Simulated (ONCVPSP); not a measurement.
# Configuration tests for silver (Ag) (ONCV)

| Quantity | Value |
| --- | --- |
| Element | Ag (Z = 47) |
| Generator | ONCVPSP 4.0.1 |
| Type | optimised norm-conserving Vanderbilt (ONCV) |
| Functional | LDA (Perdew-Zunger) |
| Relativity | scalar-relativistic |
| Frozen core | [Ar] 3d10 |
| Valence charge | 19 |
| Reference configuration | 4s2 4p6 4d10 5s1 |
| Partial waves | 4s+5s: rc 1.70 bohr, ncon 4, nbas 7, qcut 8.7 1/bohr, 2 projectors; 4p: rc 1.40 bohr, ncon 4, nbas 8, qcut 8.6 1/bohr, 3 projectors, debl 1.4 Ha; 4d: rc 1.40 bohr, ncon 4, nbas 8, qcut 11.7 1/bohr, local |
| Local potential | the d channel |
| Core correction | none |

In the p channel the program set the typed energies aside and used -2.156, 0.250, 1.650 Ha.

Energies are relative to the spin-unpolarised reference configuration 4s2 4p6 4d10 5s1; without spin polarisation the order of configurations can differ from experiment.

(1) Give the all-electron excitation energy and the error of the potential for: 4s2 4p6 4d10 5s0; 4s2 4p6 4d9 5s0; 4s2 4p6 4d8 5s0; 4s2 4p5 4d10 5s1.

Levels in the configuration 4s2 4p5 4d10 5s1:

```tsv
level	all-electron (eV)	pseudo (eV)
4s	-109.248	-109.415
4p	-72.545	-72.586
4d	-20.325	-20.319
5s	-13.267	-13.273
```

## Answers

(1)

| valence configuration | charge | ΔE all-electron (eV) | error AE − PS (meV) |
| --- | --- | --- | --- |
| 4s2 4p6 4d10 5s0 | +1 | 8.102 | -1.7 |
| 4s2 4p6 4d9 5s0 | +2 | 30.485 | -2.8 |
| 4s2 4p6 4d8 5s0 | +3 | 66.919 | -0.5 |
| 4s2 4p5 4d10 5s1 | +1 | 65.351 | -59 |
